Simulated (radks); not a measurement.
Task: All-electron atom: Ba16+ in [Kr] 4d4. All-electron calculation, scalar-relativistic Kohn-Sham, PBE, spin-polarised, spherical densities, finite nucleus; open shells are filled with parallel spins first (spin-orbit coupling, left out, can overturn this in heavy ions); Fermi nuclear charge, rms radius 4.8378 fm. Program: a radial shooting solver on a logarithmic mesh with Libxc functionals. Some entries of the table are withheld. Estimate them.

orbital  occ.  eigenvalue (hartree)  <r^2> (bohr^2)  r(max) (bohr)
1s up       1             -1382.800       0.0008885        0.01643
1s down     1             -1382.799       0.0008885        0.01643
2s up       1             -230.0472         0.01420        0.09287
2s down     1             -229.9661         0.01420        0.09286
2p up       3             -207.7177         0.01128        0.07462
2p down     3             -207.6548         0.01128        0.07461
3s up       1             -58.80372         0.09664         0.2657
3s down     1             -58.76465         0.09652         0.2658
3p up       3             -51.64645         0.09647         0.2598
3p down     3             -51.60188         0.09632         0.2599
3d up       5             -41.32166         0.08247            (1)
3d down     5             -41.25237         0.08237            (2)
4s up       1                   (3)          0.4633         0.6105
4s down     1                   (4)          0.4636         0.6097
4p up       3             -18.60319          0.5057         0.6324
4p down     3             -18.35068          0.5069         0.6317
4d up       4             -15.01841             (5)         0.6527
4d down     0             -14.77157             (6)         0.6522

Result: 
(1) 3d up r(max) (bohr): 0.2140
(2) 3d down r(max) (bohr): 0.2142
(3) 4s up eigenvalue (hartree): -21.05100
(4) 4s down eigenvalue (hartree): -20.79717
(5) 4d up <r^2> (bohr^2): 0.5664
(6) 4d down <r^2> (bohr^2): 0.5699
